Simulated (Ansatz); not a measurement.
Geometry optimisation, RKS CAM-B3LYP-D4/def2-SVP in Ansatz 0.2.0.

Input:

```yaml
crystal:
  periodic: [false, false, false]
  atoms:
    - { symbol: B, position_ang: [0.020075, -0.151475, 0.27198] }
    - { symbol: "N", position_ang: [0.032442, -0.267564, 1.743435] }
    - { symbol: H, position_ang: [-0.781416, -0.620617, 2.231771] }
    - { symbol: H, position_ang: [0.908414, -0.399134, 2.234064] }
    - { symbol: F, position_ang: [1.146131, 0.029345, -0.38709] }
    - { symbol: F, position_ang: [-1.112479, -0.260665, -0.391605] }
    - { symbol: Cl, position_ang: [-0.373301, 2.871379, 0.59823] }
    - { symbol: H, position_ang: [-0.260367, 1.96103, 1.565318] }
basis:
  gaussian: { orbitals: def2-SVP }
hamiltonian:
  xc: cam_b3lyp
  dispersion: d4
relax:
  f_tol: 0.03
  max_steps: 50
```

Launched with:

```bash
$ ansatz run input.yaml --threads 4 --pin off --max-ram 5120MiB --backend cpu --events-out ev --progress --plain --runs-dir out
```

**Question.** Where does it end, and by what steps?

**Answer.** The run converged. After 8 steps the energy has fallen by 0.157 eV; Cl7 moved furthest, 0.54 Å.

| step | energy less start (eV) | largest force component (eV/Å) | accepted |
| --- | --- | --- | --- |
| 0 | 0.0000 | 2.223 | yes |
| 1 | -0.0725 | 1.208 | yes |
| 2 | -0.1139 | 0.743 | yes |
| 3 | -0.1202 | 1.176 | yes |
| 4 | -0.1475 | 0.259 | yes |
| 5 | -0.1522 | 0.227 | yes |
| 6 | -0.1556 | 0.102 | yes |
| 7 | -0.1563 | 0.058 | yes |
| 8 | -0.1566 | 0.020 | yes |

```xyz
8
Properties=species:S:1:pos:R:3
B 0.041 -0.312 0.230
N 0.020 -0.171 1.630
H -0.812 -0.387 2.167
H 0.877 -0.167 2.170
F 1.176 -0.223 -0.439
F -1.077 -0.516 -0.444
Cl -0.403 3.086 1.088
H -0.243 1.851 1.463
```

Run time: 11 s on 4 threads of Arm Neoverse V2, with other jobs on the host, peak memory 0.2 GiB.
